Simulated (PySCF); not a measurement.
Structure problem from calculated spectra and properties.

Formula: C2H3MgN.

| Quantity | Value |
| --- | --- |
| Rotational structure | rotational constants A, B, C: 158.912, 2.046, 2.046 GHz [PBE0-D3(BJ)/def2-SVP] |
| Dipole | 4.12 D [PBE0/def2-SVPD] |
| 1H NMR | chemical shifts (computed TMS as zero) by class: -0.75 (3 H) ppm [GIAO PBE0/pcSseg-1] |
| UV, first state | lowest singlet excitation: 5.62 eV (221 nm, f = 0.077 summed over 2 states within 0.01 eV) [TDDFT PBE0/def2-SVPD] |
| XPS | C1s 289.7, C1s 290.8, N1s 404.7, Mg1s 1312.1 eV [ΔSCF SCAN, pcX-2 on the ionised atom, pcseg-1 elsewhere, spin-free X2C] |
| 13C NMR | chemical shifts (computed TMS as zero) by class: 130.5 (1 C), -24.1 (1 C) ppm [GIAO PBE0/pcSseg-1] |

Gas-phase values; electronic properties from PySCF, density fitting. Levels stand in brackets. Isolated species at its PBE0-D3(BJ)/def2-SVP geometry, gas phase. NMR classes are plain means over equivalent atoms (diastereotopic ones count apart unless rotation or inversion swaps them), as if these changed places fast.

Question: What is the compound? Reason from the data.

Answer: 2 carbons fall into 2 classes; from least to most shielded: carbon bonded to Mg and N (130.5 ppm), carbon bonded to Mg and 3 H (-24.1 ppm). All hydrogens form one class (-0.75 ppm): hydrogen on carbon. The core levels belong to: C1s 289.7 eV, carbon bonded to Mg and 3 H; C1s 290.8 eV, carbon bonded to Mg and N; N1s 404.7 eV, nitrogen bonded to C; Mg1s 1312.1 eV, magnesium bonded to 2 C. The hole state at 290.8 eV has ⟨S²⟩ = 0.83 against 0.75, so that value is less sure. The hole state at 404.7 eV has ⟨S²⟩ = 0.83 against 0.75, so that value is less sure. By its constants the optimised geometry is a nearly prolate symmetric top. Structure: MgMe(CN) (`[C]([Mg][CH3])#N`). The assignments are read from this structure; whether some other isomer fits the data as well wasn't checked.
